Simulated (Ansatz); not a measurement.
Energy profile

The step: BHF₂ ([F][BH][F]) + HBr → BBrF₂ ([F][B]([F])[Br]) + H₂; bonds formed: B1–Br6, H2–H5; bonds broken: B1–H2, H5–Br6 (atoms numbered as in the saddle structure below).

```xyz
6
angstrom
B -0.2791 -0.3705 0.0368
H -0.7579 0.7335 -0.5013
F -0.1412 -1.3208 -0.8697
F -0.8236 -0.5991 1.2180
H 0.2287 0.9659 -0.2591
Br 1.7729 0.5910 0.3753
```

Electronic energies by CCSD(T) at an estimated basis limit (MP2 extrapolated from triple and quadruple zeta, plus CCSD(T) − MP2 in triple zeta), on PBE0-D4/def2-TZVP structures; BH$_{2}$BrF$_{2}$, singlet; no counterpoise correction. Computed with Ansatz 0.2.0 (basis: def2-TZVPP and def2-QZVPP); correlated methods freeze the cores. Filled d shells of the heavier atoms are correlated. The def2 sets are not built for correlating such inner shells, so the correlated values are less sure here. Extrapolation: Hartree–Fock as exp(−7.88 √X), correlation as X^−2.97.

Task: Give the profile in kcal/mol, counted from the separated reactants. (An estimate is asked for; the value comes from the calculation.)

Result: The calculation gives:
| point | kcal/mol |
| --- | --- |
| separated: BHF$_{2}$ (linked as [F][BH][F]; B1, H2, F3, F4; singlet) + HBr (H5, Br6; singlet) | 0.00 |
| start structure | -1.57 |
| saddle | 28.78 |
| end structure | -10.48 |
| separated: BBrF$_{2}$ (linked as [F][B]([F])[Br]; B1, F3, F4, Br6; singlet) + H$_{2}$ (H2, H5; singlet) | -9.70 |

The T1 diagnostic stays at or below 0.014. The start structure is not quite a true minimum (one mode of 50i cm⁻¹).

For scale, one of the runs: CCSD(T)/def2-TZVPP, 169 basis functions, launched by `ansatz run in.yaml --threads 4 --pin off --events-out ev --progress --plain --max-ram 9574MiB`. Hardware: 4 CPU threads of an Arm Neoverse V2, shared host. Wall time 37 s; peak host memory 1.6 GiB.
